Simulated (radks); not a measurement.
Values are calculated unless marked as measured or tabulated.
How relativity changes the ionisation of the sulfur ion S3+ ([Ne] 3s2 3p1) to S4+ ([Ne] 3s2). Spin-unpolarised spherical Kohn-Sham, LDA (Slater exchange, Perdew-Wang correlation), point nucleus unless stated (finite: rms radius 3.2611 fm), a radial shooting solver on a logarithmic mesh with Libxc functionals. A level marked "c x" has the speed of light scaled by that factor and shares open shells by 2j + 1; other Dirac levels either fill j = l - 1/2 first or share by 2j + 1.

\begin{tabular}{lrrrrr}
level & E(S3+) (hartree) & E(S4+) (hartree) & IE (eV) & HOMO & <r> HOMO (bohr) \\ \hline
non-rel. & -394.19637 & -392.46978 & 46.983 & 3p & 1.659 \\
scalar-rel. & -395.31904 & -393.59254 & 46.980 & 3p & 1.658 \\
scalar-rel., finite nucleus & -395.31866 & -393.59217 & 46.980 & 3p & 1.658 \\
Dirac, 2j+1 shares & -395.31997 & -393.59347 & 46.981 & 3p3/2 & 1.660 \\
Dirac, low j first & -395.32332 & -393.59347 & 47.072 & 3p1/2 & 1.655 \\
Dirac, 2j+1 shares, finite nucleus & -395.31960 & -393.59309 & 46.981 & 3p3/2 & 1.660 \\
Dirac, c x 0.85 & -395.75554 & -394.02907 & 46.980 & 3p3/2 & 1.660 \\
Dirac, c x 10 & -394.20753 & -392.48094 & 46.983 & 3p3/2 & 1.659 \\
Dirac, c x 100 & -394.19648 & -392.46989 & 46.983 & 3p3/2 & 1.659 \\
\end{tabular}

NIST Atomic Spectra Database: 47.22 eV (semi-empirical). The relativistic part of the total energy of S3+ is -1.123 hartree (Dirac, 2j+1 shares, finite nucleus), 0.28 % of the non-relativistic value. Spin polarisation and multiplet splitting of open shells are left out at every level.

Beside tabulated values, note that spin-unpolarised runs miss the spin-polarisation part of the exchange energy of open shells.
